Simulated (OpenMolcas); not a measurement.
## Lines of Ne+: computed and rescaled rates

```
Program             : OpenMolcas 26.06
Method              : MS-RASPT2, IPEA 0.25 Eh, imaginary shift 0.1 Eh (closed shells correlated: 1s 2s)
Basis               : ANO-RCC [8s7p4d3f2g]
Scalar Hamiltonian  : DKH2, point nucleus
Active space        : 5 electrons in 9 orbitals (RAS2 2p; RAS3 3s 3d, at most 1 electron)
State averaging     : 2S+1 = 2 odd, 3 roots; 2S+1 = 4 even, 18 roots; 2S+1 = 2 even, 24 roots
Spin-orbit coupling : state interaction with AMFI integrals over the reference wave functions, term energies averaged over their components
```

Rates come from the transition moments of the reference wave functions (E1 and E2 in the length form). At fixed line strength A goes as λ^-3 for E1 and M1 and as λ^-5 for E2, so a rate at the computed wavelength can be rescaled to the measured one. Measured vacuum wavelengths follow from level energies in NIST Handbook of Basic Atomic Spectroscopic Data. Branching counts decays inside the model space alone, at computed energies, and the table is only a selection of the E1 lines, drawn from those between levels with measured partners whose computed energy lies within a factor of 1.5 of the measured one.

```
            Upper            Lower  Type  λ computed (nm)  λ measured (nm)  A computed (s-1)  A rescaled (s-1)  Branching %
2s2 2p4 3s 4P 3/2  2s2 2p5 2P* 1/2    E1            47.52            45.69          6.72e+05                           10.5
2s2 2p4 3s 4P 5/2  2s2 2p5 2P* 3/2    E1            47.45            45.63          2.33e+05                          100.0
2s2 2p4 3s 4P 1/2  2s2 2p5 2P* 1/2    E1            47.45            45.63          1.96e+06                           89.4
2s2 2p4 3s 4P 3/2  2s2 2p5 2P* 3/2    E1            47.34            45.53          5.70e+06                           89.5
2s2 2p4 3s 4P 1/2  2s2 2p5 2P* 3/2    E1            47.28            45.47          2.33e+05                           10.6
2s2 2p4 3s 2P 3/2  2s2 2p5 2P* 1/2    E1            46.46            44.78          4.90e+08          5.47e+08         15.8
2s2 2p4 3s 2P 1/2  2s2 2p5 2P* 1/2    E1            46.33            44.66          2.05e+09          2.29e+09         65.8
2s2 2p4 3s 2P 3/2  2s2 2p5 2P* 3/2    E1            46.29            44.63          2.61e+09          2.91e+09         84.2
2s2 2p4 3s 2P 1/2  2s2 2p5 2P* 3/2    E1            46.17             44.5          1.07e+09          1.20e+09         34.2
2s2 2p4 3s 2D 3/2  2s2 2p5 2P* 1/2    E1             42.1            40.71          1.23e+09          1.36e+09         85.3
2s2 2p4 3s 2D 5/2  2s2 2p5 2P* 3/2    E1            41.97            40.59          1.45e+09          1.60e+09        100.0
2s2 2p4 3s 2D 3/2  2s2 2p5 2P* 3/2    E1            41.97            40.58          2.11e+08          2.33e+08         14.7
2s2 2p4 3s 2S 1/2  2s2 2p5 2P* 1/2    E1            37.02            36.25          9.92e+08          1.06e+09         34.3
2s2 2p4 3s 2S 1/2  2s2 2p5 2P* 3/2    E1            36.91            36.14          1.90e+09          2.02e+09         65.7
```

Spin-changing lines and M1 lines between different terms are not rescaled, since their strength hangs on the term gaps too.

The largest correction is for 2s2 2p4 3s 2P 1/2 → 2s2 2p5 2P* 3/2 (E1): 1.07e+09 × (46.17 / 44.5)^3 = 1.20e+09 s-1, a factor of 1.12.

No measured rate stands beside these. Rescaling mends the energy factor alone: line strengths can still be far off where a level mixes with configurations outside the active space, and weak or spin-changing lines hang on small mixing coefficients that depend on the term gaps too, so rescaling need not improve them.

Term energies are means over components that CASPT2 splits; among the terms shown or strongly mixed into the levels shown the widest spread is 240 cm-1 (2s2 2p4 3s 2D). ANO sets are built for valence states and can reach diffuse excited orbitals poorly. Computed and measured levels are paired by configuration, term and J; levels that our copy of the source lacks, or whose pairing is in doubt (as where it misses far off the trend of its configuration), stay unpaired. Levels of configurations outside the active space are missing.

* marks odd parity.
